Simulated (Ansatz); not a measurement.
One change: `CO[AsH2]` becomes `C[Se][AsH2]`.

Ansatz, PBE0-D4/def2-TZVP geometries, multiplicity 1. 

Scalar relativity is left out up to krypton.

```
                                                                                  property  `CO[AsH2]`
ideal-gas entropy at 298 K and 1 bar (rigid rotor, harmonic PBE0-D4/def2-TZVP) / J/(mol·K)         296
                                                       LUMO energy (B3LYP/def2-TZVPP) / eV       -0.60
                                                     HOMO–LUMO gap (B3LYP/def2-TZVPP) / eV        7.01
                                                      HOMO–LUMO gap (PBE0/def2-TZVPP) / eV        7.43
                                                     LUMO energy (ωB97M-V/def2-TZVPP) / eV        1.59
                                                   HOMO–LUMO gap (ωB97M-V/def2-TZVPP) / eV       11.59
```

What does the change do to each property? (Estimate.)

Computed: 
```csv
property,`C[Se][AsH2]`,shift
"ideal-gas entropy at 298 K and 1 bar (rigid rotor, harmonic PBE0-D4/def2-TZVP) / J/(mol·K)",339,43
LUMO energy (B3LYP/def2-TZVPP) / eV,-0.98,-0.38
HOMO–LUMO gap (B3LYP/def2-TZVPP) / eV,5.23,-1.78
HOMO–LUMO gap (PBE0/def2-TZVPP) / eV,5.69,-1.74
LUMO energy (ωB97M-V/def2-TZVPP) / eV,1.10,-0.49
HOMO–LUMO gap (ωB97M-V/def2-TZVPP) / eV,9.70,-1.89
```

With PBE0 the HOMO rises by 1.35 eV and the LUMO falls by 0.39 eV, so the gap narrows by about 1.74 eV. PBE moves the HOMO by 1.18 eV and ωB97M-V by 1.40 eV.

B3LYP here is the variant with VWN-RPA as its local correlation; programs differ in this.

Spin–orbit coupling is left out; it splits and shifts lone-pair levels of the heavy atoms by tenths of an eV.
